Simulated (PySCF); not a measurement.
Ga(Br)2(NH2) (Br₂GaH₂N), SMILES [NH2][Ga]([Br])[Br]. Geometry: r2SCAN-D4/def2-SVP. The structure was generated by enumeration; whether it is a known compound was not checked. The values are those of a single conformer.

Computed with PySCF 2.14.0 with r2SCAN-D4/def2-SVP.

Harmonic wavenumbers (cm⁻¹): 85, 87, 137, 183, 270, 343, 385, 721, 746, 1497, 3592, 3712. Rotational constants (GHz): 2.999, 0.8128, 0.6395; symmetry number 2.

**Question.** Work out the zero-point energy and the ideal-gas rigid-rotor harmonic-oscillator thermochemistry at 298.15 K and 1 atm.

**Answer.** ZPE = ½ Σ hcν = ½ × 11758 cm⁻¹ = 16.81 kcal/mol. H − E(el) = 21.77 kcal/mol. Entropy in cal/(mol K): translation 42.40, rotation 28.33, vibration 17.02, total 87.75. G − E(el) = -4.39 kcal/mol. Cp = 22.08 cal/(mol K). Modes under 150 cm⁻¹ make the vibrational entropy uncertain.
